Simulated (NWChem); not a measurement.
System: C2H3BrF2; SMILES CC(F)(F)Br

Program: NWChem. Coordinates come from a PBE0/def2-SVP optimisation.

Question: Estimate the computed values for LDA (Slater exchange, VWN5)/def2-SVP. Quantities: highest occupied level (eV); orbital gap (eV); dipole (D).

Answer: The highest occupied level (eV) is -7.09 and the orbital gap (eV) is 5.73. The dipole (D) comes out as 2.03.
